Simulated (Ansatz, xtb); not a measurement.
**CH2SSn−: which of two structures lies lower**

We compare a, a doublet given by its coordinates, with b, a doublet given by its coordinates. Both are isolated ions in the gas phase, relaxed with r2SCAN-D4/def2-SVPD.

a (Å):

```yaml
atoms:
  - { symbol: C, position_ang: [-1.9810, 0.0943, -0.0847] }
  - { symbol: S, position_ang: [-3.3519, 1.0616, -0.0439] }
  - { symbol: Sn, position_ang: [-0.1494, 0.0488, 1.0761] }
  - { symbol: H, position_ang: [-2.0034, -0.6924, -0.8666] }
  - { symbol: H, position_ang: [-0.5986, 1.4319, 2.1298] }
```

Close contacts (Å): C1–S2 1.68, C1–Sn3 2.17, C1–H4 1.11, Sn3–H5 1.80.

b (Å):

```xyz
5

C    -2.4587    0.3586    0.2724
S     0.7879    0.3865    1.4640
Sn   -0.4261    0.3956   -0.5665
H    -2.6288    0.3436    1.3614
H    -3.3938    0.3532   -0.3154
```

Close contacts (Å): C1–Sn3 2.20, S2–Sn3 2.37, C1–H4 1.10, C1–H5 1.10.

Estimate which is lower in electronic energy at CCSD(T)/def2-SVPD, and by roughly how much.

The CCSD(T)/def2-SVPD calculation puts structure b lower, by 15.2 kcal/mol.

Level by level:

```csv
level,geometry,E(b) − E(a) (kcal/mol),departure from the last row (kcal/mol),"job, with rough time for the two"
GFN2-xTB,GFN2-xTB,−7.2,+8.0,"optimisation, 1.1 s"
HF/STO-3G,GFN2-xTB,−19.9,−4.7,"single point, 31 s"
r2SCAN-D4/def2-SVPD//GFN2-xTB,GFN2-xTB,−14.1,+1.2,"single point, 17 s"
r2SCAN-D4/def2-SVPD,r2SCAN-D4/def2-SVPD,−15.2,0.0,"optimisation, 4.3 min"
HF/def2-SVPD,r2SCAN-D4/def2-SVPD,−23.9,−8.7,part of the CCSD(T) run
MP2/def2-SVPD,r2SCAN-D4/def2-SVPD,−20.1,−4.9,part of the CCSD(T) run
CCSD(T)/def2-SVPD,r2SCAN-D4/def2-SVPD,−15.2,,"single point, 2.9 min"
```

The levels shown agree on the order. The largest departure from CCSD(T)/def2-SVPD is that of HF/def2-SVPD, 8.7 kcal/mol. MP2 in a larger basis moves the difference by −0.2 kcal/mol, a step that isn't added because spin contamination makes open-shell MP2 unreliable in this search.

With harmonic frequencies from r2SCAN-D4/def2-SVPD (ideal gas, rigid rotor, one conformer each, 400 K, 1 atm): on the last row, ΔE + ΔZPE = −13.9, ΔH = −13.5, ΔG = −14.6 kcal/mol.

Open shells are spin-unrestricted, with notable spin contamination under HF/STO-3G, HF/def2-SVPD, MP2/def2-SVPD, CCSD(T)/def2-SVPD. The correlated steps freeze 10 core orbitals; the filled d shell of Sn is correlated, in a basis made for valence electrons. Atoms past krypton carry core potentials in the def2 sets, other sets are all-electron and non-relativistic, and no spin–orbit term is included. Codes used: Ansatz 0.2.0, xtb 6.7.1; the last row on 2 threads of AMD EPYC (Zen 3) on a shared host.
